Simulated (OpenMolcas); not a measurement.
A calculation on Ti+.

| Item | Value |
| --- | --- |
| Program | OpenMolcas 26.06 |
| Method | SS-RASPT2, IPEA 0.25 Eh, imaginary shift 0.1 Eh (closed shells correlated: 3s 3p) |
| Basis | ANO-RCC-VTZP [6s5p3d2f1g] |
| Scalar Hamiltonian | DKH2, point nucleus |
| Active space | 3 electrons in 9 orbitals (RAS2 3d 4s; RAS3 4p, at most 2 electrons) |
| State averaging | 2S+1 = 4 even, 20 roots; 2S+1 = 2 even, 70 roots kept (CI in the orbitals of an earlier block); 2S+1 = 4 odd, 45 roots; 2S+1 = 2 odd, 77 roots kept (CI in the orbitals of an earlier block) |
| Spin-orbit coupling | state interaction with AMFI integrals over the reference wave functions, term energies averaged over their components |

Question: Which level of the active space comes out lowest?

Answer: 3d² 4s ⁴F_3/2, with 100 % of that term; it is also the measured ground level.

Question: How high does 3d³ ⁴F_9/2 lie?

Answer: 3000 cm⁻¹ above the lowest level; measured 1216 cm⁻¹ above the ground level, so the calculation is off by +146 %.

Question: How high does 3d² 4s ²D_5/2 lie?

Answer: 8670 cm⁻¹ above the lowest level; measured 8744 cm⁻¹ above the ground level, so the calculation is off by -1 %.

Question: How high does 3d² 4s ⁴F_5/2 lie?

Answer: 89.1 cm⁻¹ above the lowest level; measured 94.1 cm⁻¹ above the ground level, so the calculation is off by -5 %.

Measured values: NIST Handbook of Basic Atomic Spectroscopic Data.

Term energies are means over components that CASPT2 splits; among the terms shown or strongly mixed into the levels shown the widest spread is 1500 cm-1 (3d² 4s ⁴F). Over all roots computed the reference weight is 0.86 to 0.94; the roots of lowest weight are the least certain, and an intruder state may touch them. Terms from blocks run as CI alone lack orbitals of their own. Configurations are named by rounded mean occupations; where the s occupation lies near a half they are strongly mixed, a name can repeat and a true partner stay unpaired. A single d shell beside an s shell can misplace configurations of different d count against each other. Computed and measured levels are paired by configuration, term and J; levels that our copy of the source lacks, or whose pairing is in doubt (as where it misses far off the trend of its configuration), stay unpaired and out of the deviations. Levels of configurations outside the active space are missing.
